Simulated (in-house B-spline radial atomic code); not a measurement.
Fe²⁺ is squeezed into an impenetrable sphere of radius R (the orbitals vanish at R). Method: Dirac-Hartree-Fock, average of configuration, Fermi nucleus of rms radius 3.7377 fm. Calculated with an all-electron radial atomic-structure program (B-spline basis).

Energies in eV above the free ion in [Ar] 3d6:

```tsv
R (bohr)	highest level (eV)	[Ar] 3d6	[Ne] 3s2 3p5 3d7
8.38	-34.5	0	57.95
6.74	-34.4	0.0002996	57.95
4.81	-34.4	0.04378	58
4.21	-34.2	0.1918	58.16
3.76	-33.9	0.569	58.57
3.18	-32.7	2.294	60.48
2.57	-28.7	10.47	69.49
2.15	-21.2	32.86	93.58
1.87	-10.2	75.87	138.7
1.57	13.9	200.9	267
```

**Question.** Does [Ne] 3s2 3p5 3d7 fall below [Ar] 3d6 under compression?

**Answer.** No, it stays above over the whole range.

The highest level is first positive in the row R = 1.57 bohr, pushed up by confinement above the zero of the free ion's potential. Each configuration is held fixed and needn't be the lowest in the sphere.
